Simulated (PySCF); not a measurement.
BrCl, SMILES ClBr (connectivity only; charge and spin as stated), charge +1, multiplicity 2.

Geometry optimised at PBE0-D3(BJ)/def2-TZVP. The multiplicity is an assumed one; other spin states were not compared.

Two levels are set side by side: PBE/def2-TZVPD (PySCF) and M06-2X/def2-TZVPD (PySCF). Same geometry, gas phase. Differences are taken from unrounded values.

| quantity | M06-2X | PBE | PBE minus M06-2X |
|---|---|---|---|
| α-spin orbital gap (eV) | 8.12 | 3.18 | -4.94 |
| β-spin orbital gap (eV) | 4.57 | 0.06 | -4.51 |

Rough cost on one machine, each run with all the roots and properties that it gave: M06-2X against PBE about 3 times.
